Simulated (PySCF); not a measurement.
# Gallium: a sound run and one with changed settings

Sound run: Ga²⁺ [Ar] 3d10 4s1, Ga³⁺ [Ar] 3d10. Calculation: PySCF 2.14, in def2-SVP (5s4p3d, 32 functions); no relativity, point nucleus. The sound run starts from symmetry-adapted Hartree-Fock orbitals and uses a fine grid where one is needed.

Changed run: initial guess minao, at most 50 SCF cycles.

```json
{"species": "Ga²⁺", "method": "UHF", "sound run (hartree)": "-1922.09180", "changed run (hartree)": "-1922.09180", "converged": "yes"}
{"species": "Ga²⁺", "method": "TPSS", "sound run (hartree)": "-1923.58719", "changed run (hartree)": "-1923.58719", "converged": "yes"}
{"species": "Ga²⁺", "method": "M06-L", "sound run (hartree)": "-1923.54038", "changed run (hartree)": "-1923.54038", "converged": "yes"}
{"species": "Ga³⁺", "method": "UHF", "sound run (hartree)": "-1921.02213", "changed run (hartree)": "-1921.02213", "converged": "yes"}
{"species": "Ga³⁺", "method": "TPSS", "sound run (hartree)": "-1922.46583", "changed run (hartree)": "-1922.46583", "converged": "yes"}
{"species": "Ga³⁺", "method": "M06-L", "sound run (hartree)": "-1922.43677", "changed run (hartree)": "-1922.43677", "converged": "yes"}
```

Here the plain start reaches the same solutions.
